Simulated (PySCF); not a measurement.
PySCF input (PW6B95/def2-TZVPD):

```python
from pyscf import gto, scf, dft

mol = gto.M(
    atom='''
    Ge   -0.00000000   -0.00000000   -1.46005187
    Te    0.00000000    0.00000000    0.89849346
    ''',
    basis='def2-tzvpd',
    ecp='def2-tzvp',
    charge=0,
    spin=0,
    verbose=4,
)

mf = dft.RKS(mol, xc='pw6b95').density_fit(auxbasis='def2-universal-jkfit')
mf.grids.level = 3
mf.conv_tol = 1e-9
mf.max_cycle = 100
mf.max_memory = 1500
mf.kernel()
if not mf.converged:
    mf = mf.newton()
    mf.kernel(mf.make_rdm1())
mf.analyze()
```

Output:

```
ECP def2-tzvp not found for  Ge
PySCF version 2.14.0

[INPUT] verbose = 4
[INPUT] num. atoms = 2
[INPUT] num. electrons = 56
[INPUT] charge = 0
[INPUT] spin (= nelec alpha-beta = 2S) = 0
[INPUT] symmetry False subgroup None
[INPUT] Mole.unit = angstrom
[INPUT] Symbol           X                Y                Z      unit          X                Y                Z       unit  Magmom
[INPUT]  1 Ge     0.000000000000   0.000000000000  -1.460051870000 AA    0.000000000000   0.000000000000  -2.759098161959 Bohr   0.0
[INPUT]  2 Te     0.000000000000   0.000000000000   0.898493460000 AA    0.000000000000   0.000000000000   1.697906564113 Bohr   0.0

nuclear repulsion = 172.313032451473
number of shells = 37
number of NR pGTOs = 207
number of NR cGTOs = 113
basis = def2-tzvpd
ecp = def2-tzvp

******** <class 'pyscf.df.df_jk.DFRKS'> ********
method = DFRKS
initial guess = minao
damping factor = 0
level_shift factor = 0
DIIS = <class 'pyscf.scf.diis.CDIIS'>
diis_start_cycle = 1
diis_space = 8
diis_damp = 0
SCF conv_tol = 1e-09
SCF conv_tol_grad = None
SCF max_cycles = 100
direct_scf = False
XC library pyscf.dft.libxc version 7.1.2
    S. Lehtola, C. Steigemann, M. J. T. Oliveira, and M. A. L. Marques,  SoftwareX 7, 1–5 (2018)
XC functionals = pw6b95
    Y. Zhao and D. G. Truhlar,  J. Phys. Chem. A 109, 5656 (2005)
radial grids:
    Treutler-Ahlrichs [JCP 102, 346 (1995); DOI:10.1063/1.469408] (M4) radial grids

becke partition: Becke, JCP 88, 2547 (1988); DOI:10.1063/1.454033
pruning grids: <function nwchem_prune>
grids dens level: 3
symmetrized grids: False
atomic radii adjust function: <function treutler_atomic_radii_adjust>
small_rho_cutoff = 0
Set gradient conv threshold to 3.16228e-05
Initial guess from minao.
tot grids = 42600
******** <class 'pyscf.df.df.DF'> ********
auxbasis = def2-universal-jkfit
init E= -2303.96353689803
  HOMO = -0.674972707393252  LUMO = -0.445694077120117  gap/eV = 6.23899
cycle= 1 E= -2343.81659367878  delta_E= -39.9  |g|= 3.38  |ddm|= 28.2
  HOMO = -0.0796869004209544  LUMO = -0.0149220066025402  gap/eV = 1.76234
cycle= 2 E= -2337.54653971425  delta_E= 6.27  |g|= 5.21  |ddm|= 23.5
  HOMO = -0.202428423040291  LUMO = -0.0522856951175294  gap/eV = 4.08559
cycle= 3 E= -2345.76191498889  delta_E= -8.22  |g|= 0.974  |ddm|= 22.2
  HOMO = -0.256291145995892  LUMO = -0.117211149229704  gap/eV = 3.78456
cycle= 4 E= -2344.56152877489  delta_E=  1.2  |g|= 1.95  |ddm|= 3.38
  HOMO = -0.231941044102429  LUMO = -0.101334501040813  gap/eV = 3.55399
cycle= 5 E= -2346.19401154731  delta_E= -1.63  |g|= 0.321  |ddm|= 2.04
  HOMO = -0.255805562466092  LUMO = -0.101103901742528  gap/eV = 4.20965
cycle= 6 E= -2346.22247278463  delta_E= -0.0285  |g|= 0.153  |ddm|= 0.278
  HOMO = -0.258854099247278  LUMO = -0.0968228902635376  gap/eV = 4.40909
cycle= 7 E= -2346.22840308095  delta_E= -0.00593  |g|= 0.0614  |ddm|= 0.106
  HOMO = -0.25870456812894  LUMO = -0.0926635816959323  gap/eV = 4.51821
cycle= 8 E= -2346.22994220659  delta_E= -0.00154  |g|= 0.0119  |ddm|= 0.0879
  HOMO = -0.258536406409894  LUMO = -0.0938603487015268  gap/eV = 4.48106
cycle= 9 E= -2346.22998986896  delta_E= -4.77e-05  |g|= 0.00434  |ddm|= 0.0227
  HOMO = -0.258873622758623  LUMO = -0.0939817672309144  gap/eV = 4.48694
cycle= 10 E= -2346.22999794242  delta_E= -8.07e-06  |g|= 0.000697  |ddm|= 0.00651
  HOMO = -0.258836749413033  LUMO = -0.0939802324728787  gap/eV = 4.48597
cycle= 11 E= -2346.22999811815  delta_E= -1.76e-07  |g|= 0.000181  |ddm|= 0.000804
  HOMO = -0.258846999964379  LUMO = -0.093996039049351  gap/eV = 4.48582
cycle= 12 E= -2346.22999813051  delta_E= -1.24e-08  |g|= 3.23e-05  |ddm|= 0.000256
  HOMO = -0.258843441823545  LUMO = -0.0939959549801457  gap/eV = 4.48573
cycle= 13 E= -2346.22999813099  delta_E= -4.82e-10  |g|= 7.66e-06  |ddm|= 6.97e-05
  HOMO = -0.258845200942593  LUMO = -0.0939962685318874  gap/eV = 4.48577
Extra cycle  E= -2346.22999813099  delta_E=    0  |g|= 7.97e-06  |ddm|= 1.79e-05
converged SCF energy = -2346.22999813099
**** SCF Summaries ****
Total Energy =                       -2346.229998130989770
Nuclear Repulsion Energy =             172.313032451472964
One-electron Energy =                -3706.244211056957283
Two-electron Energy =                 1187.701180474494549
Two-electron Coulomb Energy =         1288.693912506379547
DFT Exchange-Correlation Energy =     -100.992732031884898
HOMO-LUMO gap [eV] =                     4.485767934812589
**** MO energy ****
MO #1   energy= -399.588213794455  occ= 2
MO #2   energy= -50.0576336088139  occ= 2
MO #3   energy= -44.538073003029   occ= 2
MO #4   energy= -44.5380730030289  occ= 2
MO #5   energy= -44.5357459048274  occ= 2
MO #6   energy= -6.33920289860688  occ= 2
MO #7   energy= -6.32283092761259  occ= 2
MO #8   energy= -4.49425468133839  occ= 2
MO #9   energy= -4.49425468133823  occ= 2
MO #10  energy= -4.48742591812742  occ= 2
MO #11  energy= -4.44355520096128  occ= 2
MO #12  energy= -4.44355520096122  occ= 2
MO #13  energy= -4.44300680294842  occ= 2
MO #14  energy= -1.61888379929597  occ= 2
MO #15  energy= -1.6174740088203   occ= 2
MO #16  energy= -1.6174722367118   occ= 2
MO #17  energy= -1.61734431806884  occ= 2
MO #18  energy= -1.61734431806877  occ= 2
MO #19  energy= -1.2862379002296   occ= 2
MO #20  energy= -1.2862346303908   occ= 2
MO #21  energy= -1.28062092996766  occ= 2
MO #22  energy= -1.28062092996758  occ= 2
MO #23  energy= -1.27986059997049  occ= 2
MO #24  energy= -0.643082963601586 occ= 2
MO #25  energy= -0.464425606225277 occ= 2
MO #26  energy= -0.268872472825519 occ= 2
MO #27  energy= -0.258845200942659 occ= 2
MO #28  energy= -0.258845200942593 occ= 2
MO #29  energy= -0.0939962685318874 occ= 0
MO #30  energy= -0.0939962685318808 occ= 0
MO #31  energy= -0.0013349274237467 occ= 0
MO #32  energy= 0.0182301900704552 occ= 0
MO #33  energy= 0.02741958883207   occ= 0
MO #34  energy= 0.0274195888321659 occ= 0
MO #35  energy= 0.0459019895815332 occ= 0
MO #36  energy= 0.0688089599919201 occ= 0
MO #37  energy= 0.0688090991814035 occ= 0
MO #38  energy= 0.0848318887858585 occ= 0
MO #39  energy= 0.106051207722828  occ= 0
MO #40  energy= 0.106051207722946  occ= 0
MO #41  energy= 0.121724572566529  occ= 0
MO #42  energy= 0.121724572566571  occ= 0
MO #43  energy= 0.132619163903337  occ= 0
MO #44  energy= 0.135017840120904  occ= 0
MO #45  energy= 0.135017887634056  occ= 0
MO #46  energy= 0.177930815166941  occ= 0
MO #47  energy= 0.229304627430379  occ= 0
MO #48  energy= 0.229304627430449  occ= 0
MO #49  energy= 0.264662217591529  occ= 0
MO #50  energy= 0.299477999264277  occ= 0
MO #51  energy= 0.299478545303072  occ= 0
MO #52  energy= 0.30550302981632   occ= 0
MO #53  energy= 0.305503029816425  occ= 0
MO #54  energy= 0.338974125941626  occ= 0
MO #55  energy= 0.382427252148561  occ= 0
MO #56  energy= 0.382427672137066  occ= 0
MO #57  energy= 0.422357367579431  occ= 0
MO #58  energy= 0.42235736757948   occ= 0
MO #59  energy= 0.428011940868401  occ= 0
MO #60  energy= 0.472925835004456  occ= 0
MO #61  energy= 0.472925835004619  occ= 0
MO #62  energy= 0.506909673768423  occ= 0
MO #63  energy= 0.549651650628842  occ= 0
MO #64  energy= 0.736556522721178  occ= 0
MO #65  energy= 0.795904946734114  occ= 0
MO #66  energy= 0.795905076968281  occ= 0
MO #67  energy= 0.802131038432851  occ= 0
MO #68  energy= 0.802131038433025  occ= 0
MO #69  energy= 0.830104186234517  occ= 0
MO #70  energy= 0.830104186234607  occ= 0
MO #71  energy= 0.856165274839516  occ= 0
MO #72  energy= 1.0135039939269    occ= 0
MO #73  energy= 1.01350702885661   occ= 0
MO #74  energy= 1.02796471770716   occ= 0
MO #75  energy= 1.0279647177072    occ= 0
MO #76  energy= 1.0615663783522    occ= 0
MO #77  energy= 1.06156637835232   occ= 0
MO #78  energy= 1.07088947096255   occ= 0
MO #79  energy= 1.07088947096271   occ= 0
MO #80  energy= 1.11595569939508   occ= 0
MO #81  energy= 1.11595603769199   occ= 0
MO #82  energy= 1.12917409185896   occ= 0
MO #83  energy= 1.28807655331734   occ= 0
MO #84  energy= 1.3650542202372    occ= 0
MO #85  energy= 1.36505422023723   occ= 0
MO #86  energy= 1.38329479991254   occ= 0
MO #87  energy= 1.46950583826494   occ= 0
MO #88  energy= 1.46950787539642   occ= 0
MO #89  energy= 1.49088843823112   occ= 0
MO #90  energy= 1.49088843823112   occ= 0
MO #91  energy= 1.7235404081535    occ= 0
MO #92  energy= 2.70579329036597   occ= 0
MO #93  energy= 2.70579894077101   occ= 0
MO #94  energy= 2.72718089243392   occ= 0
MO #95  energy= 2.72718089243406   occ= 0
MO #96  energy= 2.77277080270995   occ= 0
MO #97  energy= 2.87464473293823   occ= 0
MO #98  energy= 2.87464473293836   occ= 0
MO #99  energy= 2.89724812988803   occ= 0
MO #100 energy= 2.89724955800111   occ= 0
MO #101 energy= 3.01459017122053   occ= 0
MO #102 energy= 3.01459017122056   occ= 0
MO #103 energy= 3.09113502597342   occ= 0
MO #104 energy= 3.81301338907303   occ= 0
MO #105 energy= 3.81301338907308   occ= 0
MO #106 energy= 3.96556976807692   occ= 0
MO #107 energy= 4.29876828498672   occ= 0
MO #108 energy= 5.16834517123077   occ= 0
MO #109 energy= 38.7854257963938   occ= 0
MO #110 energy= 38.7854257963938   occ= 0
MO #111 energy= 38.9228227371197   occ= 0
MO #112 energy= 40.8526255353125   occ= 0
MO #113 energy= 104.234699385555   occ= 0
 ** Mulliken pop on meta-lowdin orthogonal AOs  **
 ** Mulliken pop  **
pop of  0 Ge 1s           1.99998
pop of  0 Ge 2s           1.99971
pop of  0 Ge 3s           1.99892
pop of  0 Ge 4s           1.97157
pop of  0 Ge 5s           0.03688
pop of  0 Ge 6s           0.00643
pop of  0 Ge 7s           0.01433
pop of  0 Ge 2px          1.99996
pop of  0 Ge 2py          1.99996
pop of  0 Ge 2pz          1.99996
pop of  0 Ge 3px          1.99982
pop of  0 Ge 3py          1.99982
pop of  0 Ge 3pz          1.99976
pop of  0 Ge 4px          0.73389
pop of  0 Ge 4py          0.73389
pop of  0 Ge 4pz          1.36289
pop of  0 Ge 5px          0.02218
pop of  0 Ge 5py          0.02218
pop of  0 Ge 5pz          0.02370
pop of  0 Ge 6px          0.00253
pop of  0 Ge 6py          0.00253
pop of  0 Ge 6pz          0.00488
pop of  0 Ge 3dxy         1.99978
pop of  0 Ge 3dyz         1.99970
pop of  0 Ge 3dz^2        1.99948
pop of  0 Ge 3dxz         1.99970
pop of  0 Ge 3dx2-y2      1.99978
pop of  0 Ge 4dxy         0.00014
pop of  0 Ge 4dyz         0.02767
pop of  0 Ge 4dz^2        0.04732
pop of  0 Ge 4dxz         0.02767
pop of  0 Ge 4dx2-y2      0.00014
pop of  0 Ge 5dxy         0.00006
pop of  0 Ge 5dyz         0.07603
pop of  0 Ge 5dz^2        0.06489
pop of  0 Ge 5dxz         0.07603
pop of  0 Ge 5dx2-y2      0.00056
pop of  0 Ge 6dxy         0.00001
pop of  0 Ge 6dyz         0.04139
pop of  0 Ge 6dz^2        0.01436
pop of  0 Ge 6dxz         0.04139
pop of  0 Ge 6dx2-y2      0.00009
pop of  0 Ge 7dxy         0.00003
pop of  0 Ge 7dyz         0.03318
pop of  0 Ge 7dz^2        0.01398
pop of  0 Ge 7dxz         0.03318
pop of  0 Ge 7dx2-y2      0.00132
pop of  0 Ge 4f-3         0.00000
pop of  0 Ge 4f-2         0.00000
pop of  0 Ge 4f-1         0.01769
pop of  0 Ge 4f+0         0.02824
pop of  0 Ge 4f+1         0.01769
pop of  0 Ge 4f+2         0.00001
pop of  0 Ge 4f+3         0.00000
pop of  1 Te 4s           1.77869
pop of  1 Te 5s           1.91151
pop of  1 Te 6s           0.08543
pop of  1 Te 7s           0.00308
pop of  1 Te 8s           0.04201
pop of  1 Te 9s           0.00552
pop of  1 Te 10s          0.08515
pop of  1 Te 4px          0.01318
pop of  1 Te 4py          0.30514
pop of  1 Te 4pz          0.30514
pop of  1 Te 5px          1.67236
pop of  1 Te 5py          1.70920
pop of  1 Te 5pz          1.70920
pop of  1 Te 6px          0.14498
pop of  1 Te 6py          1.02148
pop of  1 Te 6pz          1.02148
pop of  1 Te 7px          0.42862
pop of  1 Te 7py          0.00936
pop of  1 Te 7pz          0.00936
pop of  1 Te 8px          0.12018
pop of  1 Te 8py          0.00154
pop of  1 Te 8pz          0.00154
pop of  1 Te 9px          0.11289
pop of  1 Te 9py          0.00215
pop of  1 Te 9pz          0.00215
pop of  1 Te 4dxy         1.36480
pop of  1 Te 4dyz         1.36513
pop of  1 Te 4dz^2        1.36480
pop of  1 Te 4dxz         1.36569
pop of  1 Te 4dx2-y2      1.99546
pop of  1 Te 5dxy         0.26412
pop of  1 Te 5dyz         0.25260
pop of  1 Te 5dz^2        0.26412
pop of  1 Te 5dxz         0.27600
pop of  1 Te 5dx2-y2      0.00193
pop of  1 Te 6dxy         0.17514
pop of  1 Te 6dyz         0.18791
pop of  1 Te 6dz^2        0.17514
pop of  1 Te 6dxz         0.18318
pop of  1 Te 6dx2-y2      0.00254
pop of  1 Te 7dxy         0.19288
pop of  1 Te 7dyz         0.20040
pop of  1 Te 7dz^2        0.19288
pop of  1 Te 7dxz         0.17322
pop of  1 Te 7dx2-y2      0.00006
pop of  1 Te 4f-3         0.00000
pop of  1 Te 4f-2         0.00000
pop of  1 Te 4f-1         0.00006
pop of  1 Te 4f+0         0.00016
pop of  1 Te 4f+1         0.00006
pop of  1 Te 4f+2         0.00000
pop of  1 Te 4f+3         0.00000
pop of  1 Te 5f-3         0.00000
pop of  1 Te 5f-2         0.00000
pop of  1 Te 5f-1         0.00008
pop of  1 Te 5f+0         0.00292
pop of  1 Te 5f+1         0.00008
pop of  1 Te 5f+2         0.00000
pop of  1 Te 5f+3         0.00000
 ** Mulliken atomic charges  **
charge of    0Ge =     -1.49728
charge of    1Te =      1.49728
Dipole moment(X, Y, Z, Debye): -0.00000,  0.00000, -1.37090
```
